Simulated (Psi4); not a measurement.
A dimer, N2 ··· H3B (SMILES N#N and B), singlet; the first 2 atoms form monomer A.

```
6

N      0.5455     0.0000     0.0000
N     -0.5455     0.0000     0.0000
B     -3.4878     1.9734     2.2789
H     -3.3022     3.0842     1.8968
H     -2.9238     1.0640     1.7599
H     -4.2372     1.7719     3.1802
```

Task: What interaction energy does Psi4 with SAPT0/jun-cc-pVDZ, frozen core give, and which attractive term is the largest?

Result: Total -0.18 kJ/mol: electrostatics -0.19, exchange 1.25, induction -0.11, dispersion -1.14. The most attractive term is dispersion.
